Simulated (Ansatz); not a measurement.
Z-matrix (Å, degrees):
```
Si
F 1 1.579
Br 1 2.184 2 108.0
Br 1 2.184 2 108.0 3 120.0
Br 1 2.184 2 108.0 3 -120.0
```

Total charge 0; spin multiplicity 1.

Task: List the PBE0/def2-TZVPP orbital energies in eV (the Gaussian-basis code of Ansatz). (An estimate is asked.)

Result: The calculation gave: Occupied: -13150.85, -13150.85, -13150.85, -1806.47, -1705.75, -1705.75, -1705.75, -1536.30, -1536.30, -1536.30, -1536.24, -1536.24, -1536.24, -1536.24, -1536.24, -1536.24, -674.79, -239.59, -239.59, -239.59, -179.95, -179.95, -179.95, -179.75, -179.75, -179.75, -179.75, -179.75, -179.75, -148.42, -103.10, -103.10, -103.10, -73.45, -73.45, -73.45, -73.39, -73.39, -73.39, -73.39, -73.39, -73.39, -73.22, -73.22, -73.22, -73.22, -73.22, -73.22, -34.25, -23.14, -22.25, -22.25, -16.10, -13.67, -13.67, -13.47, -11.28, -11.28, -9.91, -9.66, -9.66, -9.07, -9.07, -8.78. Lowest empty: -1.23, 0.23, 0.61, 0.61, 2.83, 3.55, 3.55, 4.34.
